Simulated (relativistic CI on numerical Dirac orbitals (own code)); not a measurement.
# Electric-dipole lines of C²⁺

Method of calculation: Dirac-Coulomb-Breit CI, KLI orbitals optimised for each configuration, model QED (radiative potential, 1s self-energy scaled to tabulated hydrogen-like ionisation energies), valence Slater integrals scaled by 0.85, configuration energies shifted to the measured levels that pair with them (semi-empirical) (own radial code, finite nucleus).

Configuration list (outside the closed core 1s2): 2s², 2s2p, 2p², 2s3s, 2s3p, 2s3d, 2p3s, 2s4s, 2s4p, 2p3p, 2s4d, 2s4f, 2p3d, 2s5s, 2s5p, 2s5d, 2s5g, 2s5f, 3s², 3s3p, 3p². Levels of other configurations are missing.

```tsv
λ vac (Å)	Lower	Upper	A (s⁻¹)	E lower (eV)	E upper (eV)
371.76	2s2p ³P°2 [4]	2s4d ³D3 [33]	5.63e+09	6.5024	39.8528
430.75	2s2p ¹P°1 [5]	2p3p ¹D2 [48]	4.05e+09	12.6008	41.3842
447.82	2s2p ¹P°1 [5]	2s4d ¹D2 [42]	4.51e+09	12.6008	40.2867
459.48	2s2p ³P°0 [2]	2s3d ³D1 [17]	5.84e+09	6.4932	33.4771
459.52	2s2p ³P°1 [3]	2s3d ³D2 [18]	7.88e+09	6.4959	33.4771
459.63	2s2p ³P°2 [4]	2s3d ³D3 [19]	1.05e+10	6.5024	33.4774
494.11	2p² ³P2 [8]	2p3d ³P°2 [56]	4.29e+09	17.0474	42.1396
494.47	2p² ¹D2 [9]	2p3d ¹F°3 [78]	7.69e+09	18.3974	43.4714
499.42	2p² ³P0 [6]	2p3d ³D°1 [52]	7.13e+09	17.0386	41.8640
499.46	2p² ³P1 [7]	2p3d ³D°2 [53]	9.62e+09	17.0420	41.8655
499.52	2p² ³P2 [8]	2p3d ³D°3 [54]	1.27e+10	17.0474	41.8678
513.29	2p² ¹D2 [9]	2s5f ¹F°3 [60]	6.14e+09	18.3974	42.5522
541.34	2p² ¹D2 [9]	2p3d ¹D°2 [47]	5.06e+09	18.3974	41.3008
570.35	2s2p ¹P°1 [5]	2s3d ¹D2 [20]	6.95e+09	12.6008	34.3391
601.57	2p² ¹S0 [10]	2p3d ¹P°1 [76]	7.84e+09	22.6854	43.2954
983.94	2s² ¹S0 [1]	2s2p ¹P°1 [5]	1.80e+09	0.0000	12.6008
1175.8	2s2p ³P°2 [4]	2p² ³P2 [8]	1.04e+09	6.5024	17.0474
1296.3	2s3d ³D2 [18]	2s5f ³F°3 [73]	6.62e+08	33.4771	43.0415
1296.3	2s3d ³D3 [19]	2s5f ³F°4 [74]	7.45e+08	33.4774	43.0418
1357.7	2s3d ¹D2 [20]	2p3d ¹F°3 [78]	1.43e+09	34.3391	43.4714
1549.0	2s3d ³D2 [18]	2p3d ³F°3 [50]	4.52e+08	33.4771	41.4814
1620.5	2s3p ³P°1 [14]	2s4d ³D2 [32]	5.50e+08	32.2000	39.8511
1923.1	2s3d ³D2 [18]	2s4f ³F°3 [35]	8.09e+08	33.4771	39.9244
1923.2	2s3d ³D1 [17]	2s4f ³F°2 [34]	7.63e+08	33.4771	39.9239
2198.6	2s3d ¹D2 [20]	2s4f ¹F°3 [37]	9.10e+08	34.3391	39.9783
3886.1	2s4d ³D2 [32]	2s5f ³F°3 [73]	1.18e+08	39.8511	43.0415
3887.8	2s4d ³D3 [33]	2s5f ³F°4 [74]	1.36e+08	39.8528	43.0418
4071.4	2s4f ³F°4 [36]	2s5g ³G5 [70]	3.67e+08	39.9250	42.9703
4143.7	2s4f ¹F°3 [37]	2s5g ¹G4 [71]	3.83e+08	39.9783	42.9705
12235.5	2s4s ³S1 [24]	2s4p ³P°2 [29]	1.62e+07	38.3890	39.4023
```

Terms are leading LS components. Brackets give the number of a level in order of energy, since labels repeat. The list gives strong lines, with weight on those to low levels, without configurations that were not tied to measured data, without lines whose two gauges differ by over a factor of 2.5, among the lowest 78 of 88 levels, so that lines to higher ones, which can be the strongest, are missing, and without lines across small gaps between configurations, and without 90 lines that miss the measured interval by over 3.5 %, start from a term whose rates miss tabulated ones by over 60 %, have gauges far apart or, lacking measured levels, span too small a gap for the errors found; lines with a level outside our table were not tested and can miss by more. Levels whose partners in the same complex of configurations lie outside the list can be far off, and so can their lines. Rates are taken at the computed energies, electric ones in the length gauge.

Configurations whose levels could be paired with our table of measured levels were shifted onto them, all but the ground configuration, by the median error of their levels; single terms can still be off by 1,000 to 2,000 cm⁻¹ or more, and rates follow the energies as ν³ (E1, M1) or ν⁵ (E2). The others borrow a shift and can be off by several thousand cm⁻¹ or more. The fine structure of a lone outer electron comes out too small, for d and f at times inverted, and misplaced configurations move strength between like terms. 68 of the 69 excited levels that our extract of the measured tables holds in this range could be paired (the sources list more); they are missed by 333 cm⁻¹ on average and 2509 at most, after the shifts were fitted to these levels, and levels without a partner can miss by more.
